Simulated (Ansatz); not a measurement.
CH3GaOS, SMILES `O=C[S][GaH2]`. The species carries charge 0 and has multiplicity 1. The geometry is a stationary point of PBE0-D4/def2-TZVP. It is one conformer, not always the lowest.

```xyz
7

O     0.081   -2.673    0.530
C     0.051   -1.488    0.421
S    -0.040   -0.662   -1.165
Ga   -0.053    1.445   -0.499
H     0.076   -0.799    1.286
H     0.014    1.658    1.046
H    -0.128    2.519   -1.620
```

Task: What is the dipole moment at PBE/def2-TZVPP? (An estimate is asked.)

Result: The calculation gave: 3.13 D, with components (-0.05, 3.11, 0.33) D in this frame, pointing from negative to positive charge.

Task: And with r2SCAN, B3LYP, ωB97M-V? (An estimate is asked.)

Result: Computed: r2SCAN 3.30 D, B3LYP 3.40 D, ωB97M-V 3.50 D.

Task: Give the Mulliken charges with PBE, B3LYP, r2SCAN in def2-TZVPP. (Estimate.)

Result: The calculation gave: 
```csv
atom,PBE,B3LYP,r2SCAN
O1,-0.18,-0.22,-0.25
C2,0.09,0.11,0.18
S3,-0.12,-0.13,-0.15
Ga4,0.17,0.22,0.24
H5,0.07,0.08,0.06
H6,-0.03,-0.05,-0.06
H7,-0.01,-0.02,-0.03
```

B3LYP here is the variant with VWN-RPA as its local correlation; programs differ in this.
